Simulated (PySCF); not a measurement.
Compound: n-propyl acrylate, C6H10O2.
SMILES with atom numbers: `[CH2:1]=[CH:2][C:3](=[O:4])[O:5][CH2:6][CH2:7][CH3:8]` (hydrogens: H9, H10 on C1; H11 on C2; H12, H13 on C6; H14, H15 on C7; H16, H17, H18 on C8)

Geometry (GFN2-xTB, Å), atoms numbered from 1 in this order:
```
atom  x, y, z in Å
C1     3.3087    0.9298   -0.6401
C2     2.3891    0.1807   -0.0511
C3     1.1260   -0.1643   -0.7420
O4     0.8291    0.1831   -1.8581
O5     0.3589   -0.9309    0.0446
C6    -0.9159   -1.3329   -0.4508
C7    -2.0396   -0.5817    0.2607
C8    -2.0239    0.9077   -0.0607
H9     3.1445    1.3003   -1.6389
H10    4.2348    1.1923   -0.1585
H11    2.4999   -0.2174    0.9458
H12   -0.9917   -2.4071   -0.2596
H13   -0.9510   -1.1439   -1.5290
H14   -2.9874   -1.0210   -0.0547
H15   -1.9346   -0.7295    1.3373
H16   -2.8400    1.4139    0.4490
H17   -2.1279    1.0682   -1.1314
H18   -1.0877    1.3588    0.2613
```

Jobs on this species (18 atoms, 62 electrons) with PySCF (density fitting). Hardware of each: Arm Neoverse V1, one thread, no GPU, on a shared host. The host was shared with other jobs, so the times are rough.

Question: Rank these jobs by wall time, shortest first.
A. B97-D/6-311G**, grid level 3; shieldings, charges and field gradients; 204 basis functions
B. LDA/MINI, IEF-PCM tetrahydrofuran, grid level 1; spin–spin couplings from 16 perturbed nuclei, spin–dipole term left out; 50 basis functions
C. B3LYP/6-31G-J; shieldings, charges and field gradients; 136 basis functions

Answer: B (3.2 s), C (18 s), A (56 s).

All jobs:

```json
{"level and settings": "LDA/MINI, IEF-PCM tetrahydrofuran, grid level 1", "work": "spin–spin couplings from 16 perturbed nuclei, spin–dipole term left out", "basis functions": "50", "SCF cycles": "11", "wall time": "3.2 s"}
{"level and settings": "B3LYP/6-31G-J", "work": "shieldings, charges and field gradients", "basis functions": "136", "SCF cycles": "14", "wall time": "18 s"}
{"level and settings": "BHandHLYP/cc-pVDZ, energy threshold 1e-08 Eh", "work": "shieldings, charges and field gradients", "basis functions": "162", "SCF cycles": "10", "wall time": "23 s"}
{"level and settings": "mPW1PW91/def2-SVPD", "work": "25 singlets by TDA, 2 Tamm–Dancoff triplets, polarisability", "basis functions": "246", "SCF cycles": "14", "wall time": "48 s"}
{"level and settings": "B97-D/6-311G**, grid level 3", "work": "shieldings, charges and field gradients", "basis functions": "204", "SCF cycles": "17", "wall time": "56 s"}
{"level and settings": "wB97X-D/def2-SVPD", "work": "8 singlets by full TDDFT, 3 Tamm–Dancoff triplets, polarisability", "basis functions": "246", "SCF cycles": "14", "wall time": "67 s"}
```

Question: What do all jobs in the table cost together?

Answer: About 3.6 min; the longest takes about 31 % of that, and about 21 times as long as the shortest.

Note: B97-D and wB97X-D ran without an empirical dispersion term, which enters the total energy and its gradient alone.
